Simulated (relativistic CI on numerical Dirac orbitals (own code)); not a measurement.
## Line list: Electric-dipole lines, Tl XIV

These numbers are calculated, not measured: Dirac-Coulomb-Breit CI, orbitals from a KLI potential per configuration, QED by a radiative potential, unscaled Slater integrals (own radial code, finite nucleus).

Configurations in the expansion (outside the closed core [Kr] 4d10): 4f¹⁴5s²5p⁶, 4f¹⁴5s²5p⁵5d, 4f¹⁴5s5p⁶5d, 4f¹⁴5s²5p⁵5f, 4f¹⁴5s²5p⁵5g, 4f¹⁴5s²5p⁵6s, 4f¹⁴5s5p⁶5f, 4f¹³5s²5p⁶5d, 4f¹⁴5s²5p⁵6p, 4f¹⁴5s5p⁶5g, 4f¹⁴5p⁶5d², 4f¹⁴5p⁵5d³, 4f¹⁴5p⁵5d²5f, 4f¹⁴5p⁵5d²5g, 4f¹⁴5p⁵5d²6s. Double excitations out of closed p, d and f shells are left out; levels of such configurations are missing from the list, as are those of other unlisted configurations, and high levels can miss mixing partners. These lack a partner that the ground configuration has and come out too high: 4f¹³5s²5p⁶5d, 4f¹⁴5s²5p⁵6p.

```tsv
λ vac (Å)	Lower	Upper	A (s⁻¹)	E lower (cm⁻¹)	E upper (cm⁻¹)
89.492	4f¹⁴5s²5p⁶ ¹S0 [1]	4f¹³5s²5p⁶5d ¹P°1 [37]	2.92e+11	0	1117413
90.252	4f¹⁴5s²5p⁶ ¹S0 [1]	4f¹³5s²5p⁶5d ³D°1 [34]	2.26e+11	0	1108011
104.69	4f¹⁴5s²5p⁶ ¹S0 [1]	4f¹⁴5s²5p⁵6s ¹P°1 [15]	1.69e+11	0	955214
125.94	4f¹⁴5s²5p⁶ ¹S0 [1]	4f¹⁴5s²5p⁵5d ¹P°1 [13]	7.84e+11	0	794038
146.31	4f¹⁴5s²5p⁵5d ³P°0 [2]	4f¹⁴5s²5p⁵5f ³D1 [51]	2.02e+11	494270	1177736
148.85	4f¹⁴5s²5p⁵5d ³P°1 [3]	4f¹⁴5s²5p⁵5f ³F2 [52]	1.28e+11	506846	1178667
149.06	4f¹⁴5s²5p⁵5d ³P°1 [3]	4f¹⁴5s²5p⁵5f ³D1 [51]	2.41e+11	506846	1177736
151.51	4f¹⁴5s²5p⁵5d ³D°2 [5]	4f¹⁴5s5p⁶5d ³D3 [54]	4.57e+10	525133	1185156
153.01	4f¹⁴5s²5p⁵5d ³D°2 [5]	4f¹⁴5s²5p⁵5f ³F2 [52]	1.15e+11	525133	1178667
154.52	4f¹⁴5s²5p⁵5d ³F°4 [6]	4f¹⁴5s5p⁶5d ³D3 [54]	5.57e+10	537989	1185156
154.78	4f¹⁴5s²5p⁵5d ¹D°2 [7]	4f¹⁴5s²5p⁵5f ¹D2 [55]	1.24e+11	547584	1193653
155.22	4f¹⁴5s²5p⁵5d ³F°3 [4]	4f¹⁴5s²5p⁵5f ¹F3 [49]	5.12e+10	520993	1165250
155.70	4f¹⁴5s²5p⁵5d ³F°2 [10]	4f¹⁴5s²5p⁵5f ³G3 [58]	2.40e+11	710081	1352343
156.22	4f¹⁴5s²5p⁵5d ³D°2 [5]	4f¹⁴5s²5p⁵5f ¹F3 [49]	1.34e+11	525133	1165250
156.85	4f¹⁴5s²5p⁵5d ¹D°2 [7]	4f¹⁴5s5p⁶5d ³D3 [54]	1.71e+11	547584	1185156
157.68	4f¹⁴5s²5p⁵5d ³F°3 [4]	4f¹⁴5s²5p⁵5f ³G4 [46]	2.27e+11	520993	1155183
161.29	4f¹⁴5s²5p⁵5d ³D°2 [11]	4f¹⁴5s²5p⁵5f ³D3 [62]	2.67e+11	743458	1363472
161.77	4f¹⁴5s²5p⁶ ¹S0 [1]	4f¹⁴5s²5p⁵5d ³D°1 [9]	1.67e+11	0	618151
161.80	4f¹⁴5s²5p⁵5d ³D°3 [8]	4f¹⁴5s5p⁶5d ³D3 [54]	1.14e+11	567096	1185156
161.90	4f¹⁴5s²5p⁵5d ¹D°2 [7]	4f¹⁴5s²5p⁵5f ¹F3 [49]	6.87e+10	547584	1165250
162.62	4f¹⁴5s²5p⁵5d ³F°4 [6]	4f¹⁴5s²5p⁵5f ³G5 [45]	2.34e+11	537989	1152919
163.05	4f¹⁴5s²5p⁵5d ³F°4 [6]	4f¹⁴5s²5p⁵6p ³D3 [43]	8.92e+10	537989	1151301
164.07	4f¹⁴5s²5p⁵5d ³F°3 [12]	4f¹⁴5s²5p⁵5f ³G4 [61]	2.31e+11	750873	1360369
165.11	4f¹⁴5s²5p⁵5g ³H°6 [66]	4f¹⁴5s5p⁶5g ³G5 [80]	1.45e+11	1565934	2171598
165.37	4f¹⁴5s²5p⁵5d ³D°3 [8]	4f¹⁴5s²5p⁵5f ³F4 [50]	2.08e+11	567096	1171809
165.72	4f¹⁴5s²5p⁵5d ³F°3 [12]	4f¹⁴5s²5p⁵6p ³D2 [60]	7.59e+10	750873	1354304
167.61	4f¹⁴5s²5p⁵5d ³D°3 [8]	4f¹⁴5s²5p⁵6p ³P2 [48]	7.76e+10	567096	1163736
171.51	4f¹⁴5s²5p⁵5f ³D1 [51]	4f¹⁴5s5p⁶5f ³F°2 [74]	2.56e+11	1177736	1760802
173.57	4f¹⁴5s²5p⁵5d ¹P°1 [13]	4f¹⁴5s²5p⁵5f ³F2 [63]	1.46e+11	794038	1370162
173.69	4f¹⁴5s²5p⁵5f ¹D2 [55]	4f¹⁴5s5p⁶5f ¹F°3 [75]	2.61e+11	1193653	1769394
173.76	4f¹⁴5s²5p⁵5d ³D°1 [9]	4f¹⁴5s²5p⁵5f ¹D2 [55]	1.64e+11	618151	1193653
174.52	4f¹⁴5s²5p⁵5d ³F°3 [4]	4f¹⁴5s²5p⁵6p ³D2 [31]	1.22e+11	520993	1093993
174.75	4f¹⁴5s²5p⁵5d ³F°4 [6]	4f¹⁴5s5p⁶5d ³D3 [35]	5.47e+10	537989	1110222
217.60	4f¹⁴5s5p⁶5d ³D3 [35]	4f¹⁴5s²5p⁵5g ³F°4 [68]	5.74e+10	1110222	1569782
234.10	4f¹⁴5s²5p⁵5f ³D3 [62]	4f¹⁴5s5p⁶5f ³F°4 [79]	1.56e+11	1363472	1790638
238.45	4f¹⁴5s²5p⁵5f ³F2 [63]	4f¹⁴5s²5p⁵5g ³G°3 [78]	1.31e+11	1370162	1789540
239.71	4f¹⁴5s²5p⁵5f ³G3 [58]	4f¹⁴5s²5p⁵5g ³H°4 [76]	1.18e+11	1352343	1769518
241.73	4f¹⁴5s²5p⁵5f ³G4 [46]	4f¹⁴5s²5p⁵5g ³H°5 [67]	1.13e+11	1155183	1568866
242.12	4f¹⁴5s²5p⁵5f ³G5 [45]	4f¹⁴5s²5p⁵5g ³H°6 [66]	1.19e+11	1152919	1565934
243.06	4f¹⁴5s²5p⁵5f ¹F3 [49]	4f¹⁴5s²5p⁵5g ¹G°4 [69]	1.06e+11	1165250	1576676
243.07	4f¹⁴5s5p⁶5f ³F°2 [74]	4f¹⁴5s5p⁶5g ³G3 [82]	1.29e+11	1760802	2172210
243.82	4f¹⁴5s²5p⁵5f ³G4 [61]	4f¹⁴5s²5p⁵5g ³H°5 [77]	1.18e+11	1360369	1770506
246.71	4f¹⁴5s²5p⁵5f ³F4 [50]	4f¹⁴5s²5p⁵5g ³G°5 [71]	1.07e+11	1171809	1577148
262.49	4f¹⁴5s5p⁶5f ³F°4 [79]	4f¹⁴5s5p⁶5g ³G5 [80]	9.16e+10	1790638	2171598
492.42	4f¹⁴5s²5p⁵6s ³P°2 [14]	4f¹⁴5s²5p⁵6p ³D3 [43]	1.39e+10	948221	1151301
```

Terms are leading LS components. Brackets give the number of a level in order of energy, since labels repeat. The list gives strong lines, with weight on those to low levels, without lines whose two gauges differ by over a factor of 2.5, among the lowest 92 of 1282 levels, so that lines to higher ones, which can be the strongest, are missing. Levels whose partners in the same complex of configurations lie outside the list can be far off, and so can their lines. Rates are taken at the computed energies, electric ones in the length gauge.

At this charge energies of transitions that change n are usually good to better than 1 %, and those within a shell (Δn = 0) to a few per cent. Levels and lines within the n = 5 or 6 shells can be off by up to 10 % or somewhat more, and those that change n by about 2 %, since core polarisation is missing.

LS names give the leading component of a level, which can be under half, so a name can repeat, a term be missing and a line seem to break the LS rules.
